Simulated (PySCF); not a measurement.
Electron correlation in F (fluorine, neutral)

[He] 2s1 2p6, 2S determinant (an excited configuration). Computed with PySCF 2.14 in aug-cc-pwCVTZ (7s6p4d2f, 59 functions), with no relativity, point nucleus. Frozen: 1s2; 7 electrons correlated.

```tsv
level	correlation energy (mhartree)
CCSD	-328.56
(T)	-58.11
CCSD(T)	-386.67
```

Diagnostics: T1 = 0.038, D1 = 0.1391, largest double amplitude 0.372.

T1 exceeds 0.03, a sign that the reference determinant is poor. A double-excitation amplitude exceeds 0.15, a sign of near-degeneracy.

Cost of the coupled-cluster step: of the order of 6 core-seconds, for 7 correlated electrons.
